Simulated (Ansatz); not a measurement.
Consider the redistribution: `CN[SiH](N)O` + `CCBB[SiH3]` → `CN[SiH](N)[SiH3]` + `CCBBO`.

Gas-phase electronic energies from Ansatz, PBE0-D4/def2-TZVP geometries. CCSD(T)/CBS adds triple-zeta CCSD(T) − MP2 to the extrapolated MP2 energy (def2 sets, frozen cores). DFT in def2-TZVPP. One conformer a species, not always the lowest.

CCSD(T)/CBS gives +0.2 kJ/mol.

(1) Another level gave -2.3 kJ/mol. Which?
A. PBE0-D4/def2-TZVPP
B. CCSD(T)/def2-TZVPP
C. HF/def2-TZVPP
D. r2SCAN-D4/def2-TZVPP

Largest T1 diagnostic among the species: 0.013.

Answers

(1) B. CCSD(T)/def2-TZVPP -2.3, HF/def2-TZVPP 7.5, r2SCAN-D4 2.0, PBE0-D4 -7.5 kJ/mol.

In def2-TZVPP, CCSD(T) changes the Hartree–Fock value by −9.8 kJ/mol (the triples alone add −2.5 kJ/mol) and MP2 by −8.1 kJ/mol. From PBE to PBE0 (25 % exact exchange), in def2-TZVPP and without D4, ΔE moves by +4.6 kJ/mol.
